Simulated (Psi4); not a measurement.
A dimer, H6B3N3 ··· Cl- (SMILES B1NBNBN1 and [Cl-]) (charge -1); the first 12 atoms form monomer A.

```
13

B     -0.4634    -1.2858    -0.4790
N      0.9093    -1.0604    -0.1581
B      1.4001     0.1933     0.3164
N      0.4498     1.2481     0.4652
B     -0.9367     1.0925     0.1626
N     -1.3593    -0.1876    -0.3072
H     -0.8447    -2.3446    -0.8733
H      1.5604    -1.8200    -0.2711
H      2.5529     0.3524     0.5770
H      0.7718     2.1420     0.7982
H     -1.7078     1.9921     0.2964
H     -2.3325    -0.3220    -0.5272
Cl    -4.4242    -0.6109    -0.9993
```

Task: What interaction energy does SAPT0/jun-cc-pVDZ, frozen core (Psi4) give, and which attractive term is the largest?

Result: Total -9.45 kcal/mol: electrostatics -13.38, exchange 15.42, induction -8.41, dispersion -3.08. The most attractive term is electrostatics.
